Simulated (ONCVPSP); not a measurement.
**Cd (Z = 48): one change to an ONCV potential, before and after**

- Element: cadmium (Cd)
- Generator: ONCVPSP 4.0.1
- Type: optimised norm-conserving Vanderbilt (ONCV)
- Functional: PBE
- Relativity: scalar-relativistic
- Frozen core: [Ar] 3d10 4s2
- Valence charge: 18
- Reference configuration: 4p6 4d10 5s1.5 (charge +0.5)
- Partial waves: 5s: rc 1.90 bohr, ncon 4, nbas 7, qcut 3.6 1/bohr, 3 projectors, debl 1.2 Ha; 4p: rc 1.50 bohr, ncon 4, nbas 7, qcut 8.5 1/bohr, 2 projectors, debl 0.8 Ha; 4d: rc 1.85 bohr, ncon 3, nbas 7, qcut 6.8 1/bohr, 2 projectors, debl 2.2 Ha; f scattering state at 0.06 Ha: rc 1.60 bohr, ncon 4, nbas 7, qcut 7.2 1/bohr, 3 projectors, debl 3.4 Ha
- Local potential: polynomial inside 1.50 bohr (lpopt 5, dvloc0 2 Ha)
- Core correction: none

In the p channel the program set the typed energies aside and used -2.617, 0.250 Ha.

All-electron outer shells of the reference configuration (PBE, scalar-relativistic, ld1.x):

```tsv
shell	level (eV)	outermost node (bohr)	outermost maximum (bohr)
4s	-110.16	0.43	0.79
4p	-71.22	0.43	0.84
4d	-15.95	0.42	0.98
5s	-9.23	1.06	2.29
```

Change: s: ncon 5, nbas 8.

Cutoffs: the cutoffs (Ha) at which the residual kinetic energy of the hardest occupied pseudo-wave falls to 1 and 0.1 mHa per electron; they do not see the model core or the augmentation charge, which bear on the density cutoff. Errors are all-electron minus pseudo energies relative to the spin-unpolarised reference configuration.

Question: How do hardness, ghosts and transferability respond?

Answer: The potential gets harder (21 Ha and 30 Ha → 38 Ha and 46 Ha); both files keep a bound ghost (s); the number of tests with a reliable result goes from 3 to 4; of the 3 tests that both files solve, the error grows in 1 and shrinks in 2 by more than 15 % and 0.3 meV (median size 1.9 → 1.5 meV).

```csv
quantity,base,changed
"cutoff, loose",21 Ha,38 Ha
"cutoff, tight",30 Ha,46 Ha
loose cutoff by channel,"s 5.2 Ha, p 21 Ha, d 20 Ha","s 38 Ha, p 21 Ha, d 20 Ha"
bound ghosts,s,s
GHOST(+) flags under 300 eV,none,none
tests with a reliable result,3 of 4,4 of 4
"error for 4p6 4d10 5s2, meV [ΔE -3.71 eV]",+0.1,+0.4
"error for 4p6 4d10 5s1, meV [ΔE 5.56 eV]",-1.9,-1.5
"error for 4p6 4d10 5s0, meV [ΔE 22.69 eV]",-16,-11
s: phases at 1.93 bohr within 0.05 rad from the reference energy up to (Ha; the scan ends near 5),to the end of the scan,to the end of the scan
p: phases at 1.52 bohr within 0.05 rad from the reference energy up to (Ha; the scan ends near 5),to the end of the scan,to the end of the scan
d: phases at 1.88 bohr within 0.05 rad from the reference energy up to (Ha; the scan ends near 5),to the end of the scan,to the end of the scan
f: phases at 1.63 bohr within 0.05 rad from the reference energy up to (Ha; the scan ends near 5),to the end of the scan,to the end of the scan
```

Base: The cutoffs count occupied waves only; projector 3 of the f channel, the hardest unoccupied one, needs 114 Ha at the loose tolerance. Changed file: The cutoffs count occupied waves only; projector 3 of the f channel, the hardest unoccupied one, needs 114 Ha at the loose tolerance. A true bound ghost makes a file unfit for plane-wave use even where its test errors are small: the radial tests pick states by their node count and pass the ghost by.
